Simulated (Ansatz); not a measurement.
Calculated with Ansatz (gas phase, PBE0-D4/def2-TZVP geometries, no zero-point term in ΔE). CBS: MP2 limit from def2 TZ/QZ plus the TZ coupled-cluster correction, frozen cores. This one scheme is used for every species. Functionals use def2-TZVPP. def2 core potentials past Kr. For Sn outer-core shells are correlated without core-valence functions, which leaves a few kJ/mol of doubt a bond. One conformer a species, not always the lowest.

Reaction (ligand exchange at the Sn–Cl bond): `[F][SnH]([Cl])[O][SiH3]` + H–F → `[F][SnH]([F])[O][SiH3]` + HCl

```tsv
species	revPBE energy (Eh)
`[F][SnH]([Cl])[O][SiH3]`	-1141.52810
H–F	-100.45745
`[F][SnH]([F])[O][SiH3]`	-781.23918
HCl	-460.73583
```

(1) Work out ΔE.

Largest T1 diagnostic among the species: 0.014.

Results:

(1) ΔE = (-781.23918) + (-460.73583) − (-1141.52810) − (-100.45745) = 0.01054 Eh = +0.29 eV. CCSD(T)/CBS gives +0.38 eV.

From PBE to PBE0 (25 % exact exchange), in def2-TZVPP and without D4, ΔE moves by +0.06 eV. Leaving LDA and LC-ωPBE aside and taking each functional with its dispersion term where it has one, the values, not all of them listed here, spread over 0.13 eV, from B97M-V to HSE06-D4. LDA lies +0.05 eV from PBE without D4. At CCSD(T), def2-SVP lies −0.09 eV from the extrapolated value and def2-TZVPP −0.03 eV.
